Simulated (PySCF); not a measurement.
Geometry:
| atom | x (Å) | y (Å) | z (Å) |
| --- | --- | --- | --- |
| C1 | -0.180 | 2.627 | -0.657 |
| N2 | 0.339 | 1.578 | -0.573 |
| Al3 | -1.230 | 0.256 | -0.840 |
| O4 | -2.498 | 1.606 | -1.058 |
| C5 | -2.389 | 2.880 | -1.032 |
| C6 | -1.198 | 3.561 | -0.825 |
| H7 | -1.451 | -0.468 | 0.550 |
| H8 | -0.980 | -0.473 | -2.222 |
| H9 | -3.313 | 3.459 | -1.185 |
| H10 | -1.091 | 4.642 | -0.800 |

Geometry: PBE0-D3(BJ)/def2-SVP; GIAO absolute shieldings from PySCF, gas phase, non-relativistic, averaged over equivalent atoms.

At PBE0/6-311+G(2d,p) (194 basis functions, 20 s wall time on 1 thread of an Arm Neoverse V1, shared host):
```
atoms  σ (ppm)
   C5     -3.0
   C1     30.9
   C6    127.5
   N2    -13.3
  Al3    417.0
   O4     69.0
   H9    22.97
H7/H8    26.45
  H10    27.48
```

Q: What do these become at LDA/pcSseg-2?

A: 
```
atoms  σ at LDA/pcSseg-2  change
   C5              -18.2   -15.2
   C1               15.5   -15.4
   C6              116.7   -10.8
   N2              -35.4   -22.1
  Al3              365.1   -51.9
   O4               33.2   -35.8
   H9              22.24   -0.73
H7/H8              25.47   -0.98
  H10              26.69   -0.79
```

The largest change is at Al3 (aluminium bonded to N, O, 2 H, in a 6-membered ring). Cost: 279 basis functions, 40 s wall time on 1 thread of an Arm Neoverse V1, shared host. The order of the carbon signals is the same at both levels.
